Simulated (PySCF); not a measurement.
Isomers of C9H12 and their computed core-level spectra.

Computed with delta-SCF UKS SCAN, pcX-2 on the ionised atom, pcseg-1 elsewhere, spin-free X2C in PySCF. Geometries: PBE0-D3(BJ)/def2-SVP; isolated species, one conformer each.

Line lists (1s up to Mg, 2p3/2 beyond; areas count atoms within a level, one atom standing for each set equivalent by bonding):
1. C 1s: 289.63 (area 2), 289.72 (area 1), 289.83 (area 1), 289.92 (area 2), 290.51 (area 1), 290.53 (area 2) eV
2. C 1s: 289.76 (area 1), 289.99 (area 1), 290.00 (area 1), 290.01 (area 1), 290.03 (area 1), 290.38 (area 1), 290.51 (area 1), 290.60 (area 1), 290.63 (area 1) eV
3. C 1s: 289.82 (area 2), 289.83 (area 2), 289.90 (area 1), 290.02 (area 1), 290.39 (area 1), 290.50 (area 1), 290.59 (area 1) eV

Structures:
A. `CC1=CC=CC(C)=C1C`
B. `CCc1ccc(C)cc1`
C. `C=CCC1=CCC=CC1`

Q: Which list belongs to which compound?

A: 
- 1 = A: no other candidate has these counts of sites. C 1s: 289.63 aromatic CH carbon (×2), 289.72 aromatic CH carbon, 289.83 substituted aromatic carbon, 289.92 substituted aromatic carbon (×2), 290.51 benzylic-type carbon, 290.53 benzylic-type carbon (×2).
- 2 = C: no other candidate has these counts of sites. C 1s: 289.76 alkene CH carbon, 289.99 alkene CH carbon, 290.00 terminal =CH2 carbon, 290.01 alkene CH carbon, 290.03 fully substituted alkene carbon, 290.38 alkene CH carbon, 290.51 allylic carbon, 290.60 allylic carbon, 290.63 allylic carbon.
- 3 = B: no other candidate has these counts of sites. C 1s: 289.82 aromatic CH carbon (×2), 289.83 aromatic CH carbon (×2), 289.90 substituted aromatic carbon, 290.02 substituted aromatic carbon, 290.39 methyl carbon, 290.50 benzylic-type carbon, 290.59 benzylic-type carbon.

1 of these hole states is spin-contaminated (⟨S²⟩ 0.85, against 0.75; counted from 0.85) and less certain.
